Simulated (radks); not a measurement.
The numbers below are computed, except where a source is named.
Q: All-electron atom: the phosphorus ion P+ in [Ne] 3s2 3p2 (the NIST ground configuration). Code: a radial shooting solver on a logarithmic mesh with Libxc functionals. Model: scalar-relativistic Kohn-Sham, LDA (Slater exchange, Perdew-Wang correlation), spin-polarised, spherical densities, finite nucleus; open shells are filled with parallel spins first; Fermi nuclear charge, rms radius 3.1889 fm. Some entries of the table are withheld. Estimate them.

orbital  occ.  eigenvalue (hartree)  <r^2> (bohr^2)  <r> (bohr)
1s up       1             -76.68913         0.01453      0.1039
1s down     1             -76.67894         0.01453      0.1039
2s up       1                   (1)             (2)         (3)
2s down     1                   (4)             (5)         (6)
2p up       3              -4.96711          0.2971      0.4862
2p down     3              -4.95242          0.2961      0.4856
3s up       1              -0.88448           3.791       1.812
3s down     1              -0.81221           3.873       1.828
3p up       2              -0.55100           5.231       2.112
3p down     0              -0.48410           5.567       2.170

A: 
(1) 2s up eigenvalue (hartree): -6.75204
(2) 2s up <r^2> (bohr^2): 0.3252
(3) 2s up <r> (bohr): 0.5220
(4) 2s down eigenvalue (hartree): -6.74028
(5) 2s down <r^2> (bohr^2): 0.3244
(6) 2s down <r> (bohr): 0.5216
